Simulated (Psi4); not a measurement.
Complex: SiH4 (SMILES [SiH4]) (first 5 atoms) with CH3F (SMILES CF); geometry from B3LYP-D3(BJ)/def2-TZVP, rigid monomers moved along the line of their centres of mass till Si1···F7 is 2.84 Å.
(charge 0, multiplicity 1):
```xyz
10

Si     0.129    -0.115     0.197
H      0.472    -1.524     0.482
H     -1.245     0.184     0.660
H      0.197     0.117    -1.266
H      1.087     0.793     0.865
C     -0.393     0.723     3.543
F     -0.016    -0.506     3.007
H     -1.364     0.999     3.132
H     -0.454     0.624     4.627
H      0.357     1.466     3.271
```

All values below come from SAPT0/jun-cc-pV(D+d)Z (Psi4 1.11).

Give the four SAPT terms and the total, and say what mostly holds the pair together.

electrostatics -4.25, exchange 7.27, induction -1.04, dispersion -2.07, total -0.09 kcal/mol; the largest attraction is electrostatics.
